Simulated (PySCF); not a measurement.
Species: `c1ccc(N2CCCC2)cc1`. The columns A, B, C and D hold Mulliken, IAO, Hirshfeld and ESP-fitted charges (e) of one PBE0/pcSseg-1 density (PySCF), in a shuffled order. Coordinates in Å (PBE0-D3(BJ)/def2-SVP); the density's dipole moment is (-2.46, 0.09, 0.50) D.

```tsv
atom	x	y	z	A	B	C	D
C1	3.531	-0.131	-0.692	-0.096	-0.244	-0.079	-0.194
C2	2.895	1.086	-0.452	-0.072	-0.099	-0.054	-0.138
C3	1.535	1.146	-0.172	-0.177	-0.250	-0.083	-0.214
C4	0.757	-0.032	-0.124	+0.352	+0.119	+0.047	+0.108
N5	-0.584	0.017	0.151	-0.823	-0.067	-0.052	-0.179
C6	-1.410	-1.158	0.323	+0.043	+0.004	-0.019	-0.150
C7	-2.704	-0.601	0.907	-0.238	-0.097	-0.067	-0.255
C8	-2.783	0.794	0.294	-0.242	-0.120	-0.067	-0.255
C9	-1.327	1.251	0.287	+0.043	0.000	-0.018	-0.151
C10	1.408	-1.260	-0.371	-0.177	-0.258	-0.083	-0.214
C11	2.770	-1.299	-0.647	-0.072	-0.085	-0.054	-0.138
H12	4.600	-0.169	-0.911	+0.085	+0.149	+0.043	+0.145
H13	3.470	2.016	-0.479	+0.088	+0.137	+0.046	+0.147
H14	1.071	2.114	0.022	+0.095	+0.134	+0.038	+0.141
H15	-0.932	-1.890	0.995	+0.129	+0.046	+0.040	+0.135
H16	-1.591	-1.676	-0.641	+0.116	+0.042	+0.032	+0.119
H17	-2.617	-0.528	2.003	+0.129	+0.057	+0.041	+0.135
H18	-3.578	-1.229	0.684	+0.130	+0.052	+0.046	+0.141
H19	-3.160	0.732	-0.739	+0.129	+0.063	+0.041	+0.135
H20	-3.440	1.480	0.847	+0.130	+0.058	+0.046	+0.141
H21	-1.113	1.942	-0.546	+0.128	+0.048	+0.040	+0.134
H22	-1.064	1.785	1.223	+0.117	+0.044	+0.032	+0.120
H23	0.840	-2.191	-0.357	+0.096	+0.135	+0.038	+0.141
H24	3.244	-2.266	-0.836	+0.088	+0.132	+0.047	+0.147
```

Problem. Which column most likely holds the ESP-fitted charges?

Solution. B. Σ q r misses the density's dipole by 0.01 D (B), 0.12 D (C), 0.12 D (D), 0.58 D (A). Charges fitted to the outside potential are the only set here that is tied to the molecule's multipoles.

Problem. And the Hirshfeld charges?

Solution. C. The mean sizes are 0.048 e (C), 0.102 e (B), 0.157 e (D), 0.158 e (A), and Hirshfeld charges are commonly the smallest of these schemes.

As computed, A = Mulliken, B = ESP-fitted, C = Hirshfeld, D = IAO. Hydrogens on carbon: Mulliken +0.08 to +0.13, ESP-fitted +0.04 to +0.15, Hirshfeld +0.03 to +0.05, IAO +0.12 to +0.15 e.

The ESP scheme is a least-squares fit of atom-centred charges to the potential on four shells outside the van der Waals surface, with the total charge fixed. The IAO scheme projects the occupied orbitals on a minimal set of polarised atomic orbitals and counts the electrons in each atom's part of it.

Isolated species at its PBE0-D3(BJ)/def2-SVP geometry (one conformer only).
